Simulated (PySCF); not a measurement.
A PySCF script (with the pyscf-properties extension) for the NMR shieldings of SMILES O[Si@H]1NCC[SiH2]N[SiH2]N1, C₂H₁₃N₃OSi₃, on a GFN2-xTB geometry:

```python
import basis_set_exchange as bse
import numpy as np
from pyscf import gto, dft
from pyscf.prop import nmr

atoms = """
O    -2.581255    1.411030   -0.654598
Si   -1.252558    1.456141    0.286413
N    -1.150046    0.028619    1.247435
C    -1.357989   -1.289942    0.688053
C    -0.335974   -1.693337   -0.378520
Si    1.470704   -1.546160    0.186161
N     2.209994   -0.104596   -0.428681
Si    1.698379    1.550787   -0.608417
N     0.006718    1.698248   -0.871412
H    -3.416598    1.217104   -0.241148
H    -1.307032    2.543751    1.262516
H    -0.382727    0.022933    1.901156
H    -2.359954   -1.297270    0.246642
H    -1.344781   -2.020192    1.504472
H    -0.488331   -1.061459   -1.252844
H    -0.550711   -2.718853   -0.683473
H     2.267335   -2.652489   -0.367514
H     1.549915   -1.618111    1.659791
H     3.210807   -0.194844   -0.505954
H     2.367725    2.071078   -1.803414
H     2.032605    2.293386    0.614927
H    -0.296636    1.923559   -1.802441
"""
names = dict.fromkeys(["O", "Si", "N", "C", "H"], "pcSseg-1")
basis = {el: gto.basis.parse(bse.get_basis(n, elements=[el], fmt="nwchem")) for el, n in names.items()}
mol = gto.M(atom=atoms, basis=basis, charge=0, verbose=0)
mf = dft.RKS(mol, xc="PBE0")
mf.grids.level = 2
mf.grids.alignment = dft.numint.BLKSIZE   # the property module wants whole blocks of grid points
mf.conv_tol = 1e-9
mf.kernel()

calc = nmr.RKS(mf)   # GIAO
C = mf.mo_coeff
Co = C[:, mf.mo_occ > 0]
resp = mf.gen_response(singlet=True, hermi=2)
def vind(x):   # induced exchange potential for any number of trial vectors
    d = np.einsum("pi,xij,qj->xpq", C, 2 * x.reshape(-1, C.shape[1], Co.shape[1]), Co, optimize=True)
    return np.einsum("xpq,pi,qj->xij", resp(d - d.transpose(0, 2, 1)), C, Co, optimize=True).ravel()
mo1, _ = nmr.rhf.solve_mo1(calc, with_cphf=vind)
sigma = calc.kernel(mo1)
for i, s in enumerate(sigma):   # ppm
    print("%2d %-2s %9.2f" % (i, mol.atom_pure_symbol(i), np.trace(s) / 3))
```

Problem. What does it print?

Solution. 
```
 0 O     306.80
 1 Si    385.04
 2 N     206.67
 3 C     145.32
 4 C     163.69
 5 Si    382.41
 6 N     239.39
 7 Si    390.49
 8 N     220.87
 9 H      30.46
10 H      26.70
11 H      30.51
12 H      28.16
13 H      28.84
14 H      29.64
15 H      30.77
16 H      26.83
17 H      26.61
18 H      32.28
19 H      26.70
20 H      26.31
21 H      30.17
```

These numbers come from an equivalent density-fitted implementation of the same equations, which agrees with the script to about 0.01 ppm for H and up to a few tenths of a ppm for heavy atoms, so last digits may differ.

Problem. Turn these shieldings into chemical shifts. δ = σ(ref) − σ, references computed at the same level: ¹⁷O (σ = 336.08 ppm) vs H2O; ²⁹Si (σ = 349.16 ppm) and ¹³C (σ = 186.93 ppm) and ¹H (σ = 31.72 ppm) against TMS; ¹⁵N (σ = 267.73 ppm) vs NH3.

Solution. Averaging equivalent atoms: O 0: 29.3; Si 5: -33.3; Si 1: -35.9; Si 7: -41.3; N 2: 61.1; N 8: 46.9; N 6: 28.3; C 3: 41.6; C 4: 23.2; H 20: 5.41; H 17: 5.11; H 19: 5.02; H 10: 5.02; H 16: 4.89; H 12: 3.56; H 13: 2.88; H 14: 2.07; H 21: 1.55; H 9: 1.26; H 11: 1.21; H 15: 0.94; H 18: -0.57 ppm. Experimental scales use liquid or dissolved standards, which lie at an offset from isolated NH3 (liquid NH3: subtract about 20 ppm) and H2O (liquid H2O: subtract about 36 ppm).

Size and cost of the density-fitted run: 239 basis functions, 79 s wall time on 1 thread of an Arm Neoverse V1, shared host; peak memory 1.1 GiB.
